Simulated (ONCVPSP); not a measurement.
**bismuth (Bi), ONCV: configuration errors across variants**

- Element: Bi
- Generator: ONCVPSP 4.0.1
- Type: optimised norm-conserving Vanderbilt (ONCV)
- Functional: PBEsol
- Relativity: fully relativistic
- Frozen core: [Kr] 4d10 4f14
- Valence charge: 23
- Reference configuration: 5s2 5p6 5d10 6s2 6p3
- Partial waves: 5s+6s: rc 1.20 bohr, ncon 4, nbas 7, qcut 8.3 1/bohr, 2 projectors; 5p+6p: rc 1.50 bohr, ncon 4, nbas 8, qcut 8.3 1/bohr, 2 projectors; 5d: rc 1.20 bohr, ncon 4, nbas 7, qcut 7.1 1/bohr, 2 projectors, debl 1.8 Ha
- Local potential: polynomial inside 1.20 bohr (lpopt 1, dvloc0 0 Ha)
- Core correction: Teter function fitted to the true core (icmod 2), fcfact 0.5

Open shells are filled in proportion to 2j + 1.

All-electron excitation energies from the reference (eV): (1) 5s2 5p6 5d10 6s2 6p2 8.097; (2) 5s2 5p6 5d10 6s2 6p1 23.566; (3) 5s2 5p6 5d10 6s2 6p0 47.144; (4) 5s1 5p6 5d10 6s2 6p3 165.440.

Errors AE − PS in meV (a dash: test not solved or not reliable):

```csv
change,(1),(2),(3),(4),bound ghosts,GHOST(+) flags above zero
base,+0.3,+0.2,-1.3,-143,none,none
p: rc 1.22,+0.6,+1.3,+1.4,-168,none,none
p: rc 1.4,+0.4,+0.6,-0.4,-151,none,none
p: rc 1.54,+0.2,+0.1,-1.6,-141,none,none
p: rc 1.66,+0.1,-0.3,-2.4,-135,none,none
p: rc 1.88,0.0,-0.6,-3.4,-128,none,none
p: rc 2.04,0.0,-0.8,-3.8,-124,none,none
p: rc 2.16,-0.1,-0.9,-4.1,-121,none,none
```

**Question.** Give the same row for: p: rc 1.02; local potential polynomial inside 1.02 bohr (lpopt 1, dvloc0 0 Ha).

**Answer.** +0.6, +1.5, +2.4, -187; bound ghosts: none; GHOST(+) flags above zero: s.
